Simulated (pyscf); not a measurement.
**•HC=C=NH (SMILES [CH]=C=N), doublet**

Gas-phase minimum from PySCF at ωB97X-D3(BJ)/def2-SVP, one conformer. •HC=C=NH lies 31.6 kcal/mol over its isomer •H₂C–C≡N, and others may lie lower still (electronic energy, ωB97M-D3(BJ)). 

SMILES: [CH]=C=N
```xyz
5

C     -0.4614     1.1537    -0.1346
C      0.4256     0.2986    -0.3320
N      1.3862    -0.5251    -0.4584
H     -1.2279     1.8883     0.0327
H      1.1934    -1.2315    -1.1766
```
Charge 0, spin multiplicity 2.

Bonded distances (Å): C1–C2 1.248, C1–H4 1.075, C2–N3 1.272, N3–H5 1.026. Angles (°): C2–C1–H4 179.8, C1–C2–N3 175.3, C2–N3–H5 111.9.

Properties at ωB97X-D3(BJ)/def2-SVP:

```
Item                                                                                                                                                                  Result
---------------------------------------------------------------------------------------------------------------------  -----------------------------------------------------
Harmonic wavenumbers, unscaled                                                                                         451, 463, 505, 554, 1074, 1247, 1952, 3479, 3526 cm⁻¹
Zero-point energy                                                                                                                                              18.9 kcal/mol
Rotational symmetry number                                                                                                                                                 1
Entropy of this conformer at 298 K and 1 atm, rigid rotor and harmonic oscillator, modes under 100 cm⁻¹ raised to 100                                        252.5 J/(mol K)
Dipole moment                                                                                                                                                         1.79 D
Spin expectation value S2                                                                                                                                              0.780
```

Single-point totals, which compare only within one level (frozen core for MP2 and CC):

| level | total energy (hartree) |
|---|---|
| ωB97X-D3(BJ)/def2-TZVP | -132.13656 |
| PBE/def2-TZVP | -131.93451 |
| r²SCAN/def2-TZVP | -132.02166 |
| B3LYP-D3(BJ)/def2-TZVP | -132.10457 |
| PBE0-D3(BJ)/def2-TZVP | -131.93674 |
| M06-2X/def2-TZVP | -132.03352 |
| ωB97M-D3(BJ)/def2-TZVP | -132.13143 |
| UHF/def2-TZVPP | -131.29826 |
| MP2/def2-TZVPP | -131.75675 |
| CCSD/def2-TZVPP | -131.78807 |
| CCSD(T)/def2-TZVPP | -131.81267 |

The CCSD(T) − MP2 part came from Ansatz, without density fitting, on the same reference. A UHF reference is spin-contaminated (<S²> up to 0.94), which harms MP2 most.
